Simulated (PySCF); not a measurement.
Molecule: `[Si](SC)(C)(C)SC`, C₄H₁₂S₂Si.

Geometry:
```tsv
atom	x (Å)	y (Å)	z (Å)
C1	1.779	0.619	1.835
S2	1.167	1.396	0.306
Si3	0.108	-0.257	-0.573
C4	1.210	-1.735	-0.889
C5	-0.637	0.435	-2.143
S6	-1.382	-0.961	0.809
C7	-2.335	0.570	1.063
H8	2.044	1.427	2.530
H9	2.673	0.009	1.640
H10	0.993	-0.004	2.288
H11	0.633	-2.556	-1.342
H12	1.656	-2.107	0.045
H13	2.026	-1.457	-1.575
H14	-1.270	1.310	-1.932
H15	-1.256	-0.331	-2.637
H16	0.156	0.748	-2.841
H17	-2.957	0.422	1.955
H18	-1.655	1.419	1.229
H19	-2.988	0.779	0.204
```

Geometry PBE0-D3(BJ)/def2-SVP throughout; GIAO in PySCF 2.14.0 with density-fitted response routines, gas phase, one conformer, non-relativistic; equivalent atoms averaged; basis pcSseg-1.

For orientation, PBE0 gives these shifts δ (against TMS, CS2 at the same level): C1/C7 12.7, C4/C5 0.2, S2/S6 -192.0, Si3 41.7, H8/H9/H10/H17/H18/H19 1.96, H11/H12/H13/H14/H15/H16 0.34 ppm.

A run gave: C1/C7 11.6, C4/C5 0.0, S2/S6 -191.7, Si3 43.6, H8/H9/H10/H17/H18/H19 1.92, H11/H12/H13/H14/H15/H16 0.31 ppm (shifts δ (against TMS, CS2 at the same level)).

Which functional was used in that run?
A. CAM-B3LYP
B. WP04
C. HF
D. KT2
E. LDA

## Answers

A. S2/S6 tells them apart best: CAM-B3LYP gives -191.7, HF gives -234.9, KT2 gives -157.7, LDA gives -169.0, WP04 gives -164.0 ppm.
